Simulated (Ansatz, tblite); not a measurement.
Cost and result up the ladder for Cu3F4 (7 atoms). The state is a doublet with charge 0. Geometry: r2SCAN-D4/def2-SVP.

```xyz
7

Cu   -0.625    1.354    0.043
Cu    0.828   -0.421    1.093
Cu    0.023   -0.718   -1.242
F     1.518   -1.484   -0.334
F    -1.043   -0.892    0.474
F    -0.950    0.859   -1.751
F     0.248    1.303    1.717
```

Ansatz on 4 threads of Arm Neoverse V2 on a shared host; xTB runs through tblite on one thread. Times are rough, summed over both states, and most runs start from the orbitals of an earlier one. PBE0-D4/def2-TZVP serves as the yardstick here, not as an exact answer. Differences are given only for rows in sets of like size (and for xTB, whose basis is part of the method), since another set adds its own error. The other state is a quartet at its own geometry, which has other bonds, so the gap mixes isomer and spin.

The 6-31G sets use Cartesian d functions. The xTB rows come from tblite. B3LYP takes the VWN-RPA correlation. Correlated methods freeze 31 core orbitals. HOMO above LUMO, or a gap near zero within one spin, warns that the state may not be the lowest or that an electron is smeared out. Another isomer (doublet) lies 0.03 eV lower at PBE0-D4/def2-TZVP.

Run but left out: HF/6-31G (quartet: ⟨S²⟩ 4.30, where a pure state has 3.75).

Second-order perturbation terms are unreliable where d shells bring near-degenerate states, and here MP2/def2-TZVP lies more than 0.4 eV from the median of the functionals without such a term.

Correlated methods converge slowly with the basis.

xTB has no spin-polarisation term.

```json
{"level": "r2SCANh-D4/def2-TZVP", "functions": "259", "quartet − doublet (eV)": "2.67", "difference from PBE0-D4/def2-TZVP (eV)": "-0.04", "remarks": "–"}
{"level": "GFN2-xTB", "functions": "43", "quartet − doublet (eV)": "7.46", "difference from PBE0-D4/def2-TZVP (eV)": "4.75", "remarks": "–"}
{"level": "GFN1-xTB", "functions": "43", "quartet − doublet (eV)": "3.28", "difference from PBE0-D4/def2-TZVP (eV)": "0.57", "remarks": "–"}
{"level": "r2SCAN-D4/def2-TZVP (with forces)", "functions": "259", "quartet − doublet (eV)": "2.64", "difference from PBE0-D4/def2-TZVP (eV)": "-0.06", "remarks": "gap within one spin near zero (doublet)"}
{"level": "MP2/def2-TZVP", "functions": "259", "quartet − doublet (eV)": "3.72", "difference from PBE0-D4/def2-TZVP (eV)": "1.01", "remarks": "–"}
{"level": "PBE-D4/def2-TZVP", "functions": "259", "quartet − doublet (eV)": "2.63", "difference from PBE0-D4/def2-TZVP (eV)": "-0.08", "remarks": "gap within one spin near zero (doublet), gap within one spin near zero (quartet)"}
{"level": "B3LYP-D4/6-31G", "functions": "123", "quartet − doublet (eV)": "1.98", "difference from PBE0-D4/def2-TZVP (eV)": "–", "remarks": "–"}
{"level": "PBE0-D4/def2-TZVP", "functions": "259", "quartet − doublet (eV)": "2.71", "difference from PBE0-D4/def2-TZVP (eV)": "0.00", "remarks": "–"}
```

Question: Estimate how long each takes.

Answer: GFN1-xTB 0.012 s; GFN2-xTB 0.022 s; PBE-D4/def2-TZVP 19 s; B3LYP-D4/6-31G 23 s; r2SCAN-D4/def2-TZVP (with forces) 48 s; PBE0-D4/def2-TZVP 51 s; MP2/def2-TZVP 67 s; r2SCANh-D4/def2-TZVP 1.8 min. On shared hardware such times vary by a factor of up to 3.
